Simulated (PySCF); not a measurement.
29Si chemical shifts

How the numbers were obtained: shieldings: GIAO PBE0/pcSseg-1, GFN2-xTB structure, in PySCF (in vacuum, relativity neglected, one conformer, one averaged value for each set of equivalent atoms).

Shieldings were converted by a linear fit to measured shifts: 29Si (scatter 8.9 ppm rms, 25.8 ppm with the 6 outliers that the fit left out vs TMS, solution or neat liquid). A few per cent of atoms miss by over 2 rms, more outside the fitted compound classes.

Problem. Give the 29Si shifts of `FCC/C(=C\[SiH3])[SiH2]P`, `C=C(C)[SiH2]C[SiH2]N[SiH3]`, `N#Cc1ccccc1[SiH2]N`, `C#C[Si@@H](N)C[SiH2][SiH3]`, `C=CC[Si@@H](N)C[SiH2][SiH3]`.

Solution. 
| compound | environment | δ (ppm) |
| --- | --- | --- |
| [F:1][CH2:2][CH2:3]/[C:4](=[CH:5]\[SiH3:6])[SiH2:7][PH2:8] | Si7: silicon bonded to C, P, 2 H | -50.4 |
| [F:1][CH2:2][CH2:3]/[C:4](=[CH:5]\[SiH3:6])[SiH2:7][PH2:8] | Si6: silicon bonded to C, 3 H | -81.0 |
| [CH2:1]=[C:2]([CH3:3])[SiH2:4][CH2:5][SiH2:6][NH:7][SiH3:8] | Si6: silicon bonded to C, N, 2 H | -33.3 |
| [CH2:1]=[C:2]([CH3:3])[SiH2:4][CH2:5][SiH2:6][NH:7][SiH3:8] | Si4: silicon bonded to 2 C, 2 H | -46.5 |
| [CH2:1]=[C:2]([CH3:3])[SiH2:4][CH2:5][SiH2:6][NH:7][SiH3:8] | Si8: silicon bonded to N, 3 H | -54.5 |
| N#Cc1ccccc1[SiH2]N | silicon bonded to C, N, 2 H | -34.8 |
| [CH:1]#[C:2][Si@@H:3]([NH2:4])[CH2:5][SiH2:6][SiH3:7] | Si3: silicon bonded to 2 C, N, H | -41.7 |
| [CH:1]#[C:2][Si@@H:3]([NH2:4])[CH2:5][SiH2:6][SiH3:7] | Si6: silicon bonded to C, Si, 2 H | -74.2 |
| [CH:1]#[C:2][Si@@H:3]([NH2:4])[CH2:5][SiH2:6][SiH3:7] | Si7: silicon bonded to Si, 3 H | -105.5 |
| [CH2:1]=[CH:2][CH2:3][Si@@H:4]([NH2:5])[CH2:6][SiH2:7][SiH3:8] | Si4: silicon bonded to 2 C, N, H | -24.3 |
| [CH2:1]=[CH:2][CH2:3][Si@@H:4]([NH2:5])[CH2:6][SiH2:7][SiH3:8] | Si7: silicon bonded to C, Si, 2 H | -74.3 |
| [CH2:1]=[CH:2][CH2:3][Si@@H:4]([NH2:5])[CH2:6][SiH2:7][SiH3:8] | Si8: silicon bonded to Si, 3 H | -101.7 |
